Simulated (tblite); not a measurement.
Species: CH9NP2Si.
Cartesian coordinates in Å at the GFN2-xTB level; atoms count from 1:
```xyz
14
CH9NP2Si angstrom
C      2.214   -0.275    0.244
N      1.087    0.449   -0.295
Si    -0.472    0.329    0.419
P     -0.973   -1.806    1.006
P     -1.854    1.211   -1.126
H      2.218   -1.327   -0.062
H      2.159   -0.240    1.330
H      3.146    0.189   -0.077
H      1.149    0.552   -1.298
H     -0.405    1.076    1.690
H     -1.351   -2.205   -0.266
H     -2.284   -1.543    1.364
H     -1.655    2.516   -0.720
H     -2.980    1.074   -0.338
```

Calculated harmonic vibrations of the isolated species, GFN2-xTB (tblite), most abundant isotopes, no scaling. The method is semi-empirical: single wavenumbers can be off by several per cent or more. Modes of hydrogen on phosphorus and silicon can be 10 to 20 % off. One conformer, not necessarily the lowest.

Harmonic wavenumbers (cm⁻¹): 39.3, 57.1, 77.0, 87.6, 105.0, 129.6, 194.3, 280.0, 393.6, 480.8, 510.5, 571.7, 635.5, 675.6, 686.4, 702.2, 722.7, 827.2, 1062.9, 1106.4, 1139.0, 1146.2, 1152.4, 1345.2, 1421.2, 1487.9, 1494.3, 2124.3, 2287.6, 2318.2, 2371.5, 2403.6, 2916.7, 2990.7, 3034.7, 3430.0.

A = 2388, B = 1720, C = 1081 MHz; mass 124.998 u (most abundant isotopes); point group C1, symmetry number 1.

Q: Zero-point energy?

A: ½Σν̃ = 21204 cm⁻¹ = 253.66 kJ/mol.

Q: What is S at 273.15 K and 1 bar for an ideal gas of classical rigid rotors and harmonic oscillators?

A: Translation 167.25, rotation 118.87, vibration 126.65: S = 412.8 J/(mol K).

Q: And Cp and H(273.15 K) − H(0)?

A: Cp = 139.21 J/(mol K), of which vibrations give 105.95 (their classical limit is 36 R = 299.3); H(273.15 K) − H(0) = 25.76 kJ/mol without the zero-point energy, 16.68 from vibrations.

Q: What must be added to the electronic energy to get the Gibbs energy at 273.15 K and 1 bar?

A: ZPE + [H(273.15 K) − H(0)] − T·S = 253.66 + 25.76 − 112.75 = 166.67 kJ/mol.

Q: Which modes carry the vibrational entropy at 273.15 K?

A: 39.3 cm⁻¹: 21.42; 57.1 cm⁻¹: 18.33; 77.0 cm⁻¹: 15.87; 87.6 cm⁻¹: 14.82; 105.0 cm⁻¹: 13.34; 129.6 cm⁻¹: 11.65 J/(mol K); the other 30 give 31.21 together.

Hindered rotation and anharmonicity are outside this model. Other conformers, if any are populated, would add a mixing term that is left out. The structure is chiral; the term R ln 2 for an equal mix with its mirror image is left out.
